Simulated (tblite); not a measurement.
Distances in Å between the heavy atoms of a computed structure (GFN2-xTB; lower triangle, same order across):
```
F1    0.00
C2    1.38  0.00
Si3   2.71  1.91  0.00
N4    3.18  2.92  1.75  0.00
Si5   3.19  3.39  3.13  1.71  0.00
F6    3.40  3.30  3.60  2.70  1.60  0.00
C7    5.12  5.25  4.61  2.89  1.94  2.81  0.00
F8    5.68  5.85  4.86  3.14  2.75  3.98  1.35  0.00
F9    5.78  6.12  5.75  4.08  2.76  3.36  1.35  2.15  0.00
F10   5.87  5.72  4.95  3.37  2.77  3.09  1.35  2.15  2.15  0.00
```

Hydrogens: 2 on C2, 2 on Si3, 1 on N4, 1 on Si5.

Neutral, closed shell.

Read off the bonds between heavy atoms and their formal orders.

F1–C2 (single); C2–Si3 (single); Si3–N4 (single); N4–Si5 (single); Si5–F6 (single); Si5–C7 (single); C7–F8 (single); C7–F9 (single); C7–F10 (single).

Which species is it?

`FC[SiH2]N[SiH](F)C(F)(F)F`, C2H6F5NSi2. The mark at the stereocentre is left out: distances alone don't tell a structure from its mirror image. Among its features: CF3 group, C–F bond, Si–H bond and C–Si bond.

Describe the place of each heavy atom.

F1: alkyl fluorine; C2: sp3 C–F carbon; Si3: SiH2 silicon; N4: nitrogen bridging silicon atoms; Si5: fluorine-bound silicon; F6: silicon-bound fluorine; C7: CF3 carbon; F8/F9/F10: fluorine of a CF3 group.

Shape of the structure used: `[F:1][CH2:2][SiH2:3][NH:4][Si@H:5]([F:6])[C:7]([F:8])([F:9])[F:10]`: F1–C2–Si3–N4 -56°, C2–Si3–N4–Si5 -1°, Si3–N4–Si5–F6 -55°, N4–Si5–C7–F8 -49°.
